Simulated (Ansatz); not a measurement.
Mulliken charges of C$_{2}$H$_{4}$SSi (`C=C1[SiH2]S1`) from B3LYP/def2-TZVPP in Ansatz (PBE0-D4/def2-TZVP geometry).

```json
{"atom": "C1", "x (Å)": "-0.656", "y (Å)": "1.440", "z (Å)": "-0.251", "charge (e)": "-0.244"}
{"atom": "C2", "x (Å)": "-0.153", "y (Å)": "0.217", "z (Å)": "-0.281", "charge (e)": "-0.040"}
{"atom": "Si3", "x (Å)": "0.642", "y (Å)": "-1.235", "z (Å)": "0.444", "charge (e)": "0.349"}
{"atom": "S4", "x (Å)": "0.029", "y (Å)": "-1.015", "z (Å)": "-1.566", "charge (e)": "-0.181"}
{"atom": "H5", "x (Å)": "-1.083", "y (Å)": "1.914", "z (Å)": "-1.129", "charge (e)": "0.108"}
{"atom": "H6", "x (Å)": "-0.653", "y (Å)": "2.007", "z (Å)": "0.674", "charge (e)": "0.107"}
{"atom": "H7", "x (Å)": "2.091", "y (Å)": "-1.230", "z (Å)": "0.739", "charge (e)": "-0.050"}
{"atom": "H8", "x (Å)": "-0.123", "y (Å)": "-2.156", "z (Å)": "1.313", "charge (e)": "-0.050"}
```

Task: By hand: the dipole of these point charges (1 e Å = 4.8032 D).

Result: Σ q r = (0.100, -0.017, 0.358) e Å, of length 0.372 e Å = 1.79 D.

Task: How does the dipole of the full density compare? (Best estimate.)

Result: Computed: (0.087, -0.021, 0.301) e Å, 1.51 D; the point charges give 1.19 times that, at 1° from its direction.

Point charges leave out the atoms' own dipoles, such as those of lone pairs, and Mulliken's split depends on the basis, so the two needn't agree.

B3LYP here is the variant with VWN-RPA as its local correlation; programs differ in this.
